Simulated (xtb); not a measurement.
C₃H₉Sb, charge -1, doublet, at the geometry of the source list (a state made from the parent by changing its charge; the spin is typed, not shown lowest); GFN2-xTB in xtb 6.7.1.

Input for xtb:
```
$ xtb mol.xyz --gfn 2 --chrg -1 --uhf 1 --acc 1000 --json

# file mol.xyz
13

Sb    -0.00200000     0.01770000     1.22880000
C      0.18730000    -1.81640000     0.08130000
H      0.84370000    -2.51580000     0.59200000
H      0.59880000    -1.58780000    -0.89860000
H     -0.79230000    -2.27250000    -0.03440000
C      1.46900000     1.08240000     0.04220000
H      2.46560000     0.71800000     0.26500000
H      1.42780000     2.14210000     0.26600000
H      1.25900000     0.93180000    -1.01090000
C     -1.65400000     0.73500000     0.01980000
H     -2.56070000     0.20220000     0.28500000
H     -1.43260000     0.56960000    -1.02890000
H     -1.80950000     1.79370000     0.19270000
```

It wrote (shortened):

```
   ID    Z sym.   atoms
    1   51 Sb     1
    2    6 C      2, 6, 10
    3    1 H      3-5, 7-9, 11-13

           -------------------------------------------------
          |                Calculation Setup                |
           -------------------------------------------------

           -------------------------------------------------
          |                 G F N 2 - x T B                 |
           -------------------------------------------------

          ...................................................
          :                      SETUP                      :
          :.................................................:
          :  # basis functions                  31          :
          :  # atomic orbitals                  30          :
          :  # shells                           18          :
          :  # electrons                        27          :
          :  max. iterations                   250          :
          :  Hamiltonian                  GFN2-xTB          :
          :  restarted?                      false          :
          :  GBSA solvation                  false          :
          :  PC potential                    false          :
          :  electronic temp.          300.0000000     K    :
          :  accuracy                 1000.0000000          :
          :  -> integral cutoff          0.2000000E+02      :
          :  -> integral neglect         0.1000000E-04      :
          :  -> SCF convergence          0.1000000E-02 Eh   :
          :  -> wf. convergence          0.1000000E+00 e    :
          :  Broyden damping             0.4000000          :
          :  net charge                         -1          :
          :  unpaired electrons                  1          :
          ...................................................

 iter      E             dE          RMSdq      gap      omega  full diag
   1    -13.3830719 -0.133831E+02  0.646E+00    0.05       0.0  T
   2    -13.4217864 -0.387146E-01  0.457E+00    0.03       1.0  T
   3    -13.4189005  0.288591E-02  0.315E+00    0.09       1.0  T
   4    -13.4356411 -0.167406E-01  0.101E+00    0.05       1.0  T
   5    -13.4366984 -0.105727E-02  0.203E+00    0.10       1.0  T
   6    -13.4366360  0.623306E-04  0.173E+00    0.11       1.0  T
   7    -13.4373488 -0.712743E-03  0.496E-01    0.10       1.0  T
   8    -13.4373564 -0.758531E-05  0.216E-01    0.11       1.0  T

   *** convergence criteria satisfied after 8 iterations ***

         :::::::::::::::::::::::::::::::::::::::::::::::::::::
         ::                     SUMMARY                     ::
         :::::::::::::::::::::::::::::::::::::::::::::::::::::
         :: total energy             -13.266514460413 Eh    ::
         :: gradient norm              0.119823784371 Eh/a0 ::
         :: HOMO-LUMO gap              0.112504510730 eV    ::
         ::.................................................::
         :: SCC energy               -13.437340618985 Eh    ::
         :: -> isotropic ES            0.100630079840 Eh    ::
         :: -> anisotropic ES          0.003915492461 Eh    ::
         :: -> anisotropic XC          0.005075764859 Eh    ::
         :: -> dispersion             -0.009271203677 Eh    ::
         :: repulsion energy           0.170826158572 Eh    ::
         :: add. restraining           0.000000000000 Eh    ::
         :: total charge              -1.000000000000 e     ::
         :::::::::::::::::::::::::::::::::::::::::::::::::::::

           -------------------------------------------------
          |                Property Printout                |
           -------------------------------------------------

    * Orbital Energies and Occupations

         #    Occupation            Energy/Eh            Energy/eV
      -------------------------------------------------------------
         1        2.0000           -0.4638289             -12.6214
[...]
        18                          0.2947257               8.0199
        19                          0.3012694               8.1980
        20                          0.3465196               9.4293
        21                          0.3687774              10.0349
        22                          0.3721072              10.1256
        23                          0.3901698              10.6171
        24                          0.4063700              11.0579
        25                          0.4172039              11.3527
       ...                                ...                  ...
        30                          0.7892807              21.4774
      -------------------------------------------------------------
                  HL-Gap            0.0041345 Eh            0.1125 eV
             Fermi-level           -0.0187798 Eh           -0.5110 eV

     #   Z          covCN         q      C6AA      α(0)
     1  51 Sb       2.675    -0.153   394.748    37.850
     2   6 C        3.664    -0.121    23.121     6.897
     3   1 H        0.926    -0.052     4.134     3.180
     4   1 H        0.926    -0.040     3.861     3.073
     5   1 H        0.926    -0.051     4.116     3.173
     6   6 C        3.665    -0.134    23.369     6.933
     7   1 H        0.926    -0.043     3.920     3.096
     8   1 H        0.926    -0.062     4.401     3.281
     9   1 H        0.926    -0.049     4.073     3.156
    10   6 C        3.665    -0.137    23.432     6.943
    11   1 H        0.926    -0.047     4.013     3.132
    12   1 H        0.926    -0.051     4.114     3.172
    13   1 H        0.926    -0.060     4.333     3.255

 Mol. C6AA /au·bohr⁶  :       2732.826559
 Mol. C8AA /au·bohr⁸  :     118992.875876
 Mol. α(0) /au        :         87.139954

Wiberg/Mayer (AO) data.
largest (>0.10) Wiberg bond orders for each atom

 ---------------------------------------------------------------------------
     #   Z sym  total        # sym  WBO       # sym  WBO       # sym  WBO
 ---------------------------------------------------------------------------
     1  51 Sb   2.364 --     2 C    0.843     6 C    0.792    10 C    0.771
     2   6 C    3.897 --     3 H    1.006     5 H    1.004     4 H    1.001
                             1 Sb   0.843
     3   1 H    0.997 --     2 C    1.006
     4   1 H    0.997 --     2 C    1.001
     5   1 H    0.997 --     2 C    1.004
     6   6 C    3.866 --     8 H    1.001     9 H    0.996     7 H    0.995
                             1 Sb   0.792
     7   1 H    0.998 --     6 C    0.995
     8   1 H    0.996 --     6 C    1.001
     9   1 H    0.996 --     6 C    0.996
    10   6 C    3.850 --    13 H    0.998    12 H    0.995    11 H    0.994
                             1 Sb   0.771
    11   1 H    0.997 --    10 C    0.994
    12   1 H    0.996 --    10 C    0.995
    13   1 H    0.996 --    10 C    0.998
 ---------------------------------------------------------------------------

Topologies differ in total number of bonds
Writing topology from bond orders to xtbtopo.mol

molecular dipole:
                 x           y           z       tot (Debye)
 q only:        0.046      -0.138      -0.283
   full:       -0.047       0.046      -2.179       5.540
molecular quadrupole (traceless):
                xx          xy          yy          xz          yz          zz
 q only:       -2.431      -0.071      -2.757      -0.107       0.169       5.188
  q+dip:        2.323      -0.099       1.738      -0.529       0.933      -4.061
   full:        0.803       0.079       4.275      -0.600       1.157      -5.078

           -------------------------------------------------
          | TOTAL ENERGY              -13.266514460413 Eh   |
          | GRADIENT NORM               0.119823784371 Eh/α |
          | HOMO-LUMO GAP               0.112504510730 eV   |
           -------------------------------------------------

normal termination of xtb
```
